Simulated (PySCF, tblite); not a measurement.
Isomers of H5N2OSi2 (doublet state), one GFN2-xTB conformer each. Single-point energies are computed at B3LYP/pcH-1 (PySCF, gas phase, no added dispersion term), electronic only. GFN2-xTB treats the open shell by occupation alone, and not every SCF solution was tested for stability.

Problem. Rank them by B3LYP/pcH-1 energy, lowest first (kJ/mol).
A. `[OH:1][Si@@H:2]1[N:3][SiH2:4][NH:5]1` (doublet state) with H–O1–Si2–N3 22°, O1–Si2–N3–Si4 -131°, Si2–N3–Si4–N5 14°, N3–Si4–N5–Si2 -13°, O1–Si2–N5–Si4 129°
B. `[OH:1][SiH:2]1[NH:3][SiH:4][NH:5]1` (doublet state) with H–O1–Si2–N3 48°

Solution. B (0.0), A (134.0).

GFN2-xTB itself gives, in the same order: 0.0, 61.3. Both levels put the same isomer lowest.

Problem. What happens when harmonic zero-point energies from GFN2-xTB frequencies are added?

Solution. 
```json
{"SMILES": "O[SiH]1N[SiH]N1", "ZPE (kJ/mol)": "158.9", "electronic (kJ/mol)": "0.0", "with ZPE (kJ/mol)": "0.0"}
{"SMILES": "O[Si@@H]1[N][SiH2]N1", "ZPE (kJ/mol)": "153.3", "electronic (kJ/mol)": "134.0", "with ZPE (kJ/mol)": "128.3"}
```

The zero-point energies span 5.6 kJ/mol. The order is unchanged.
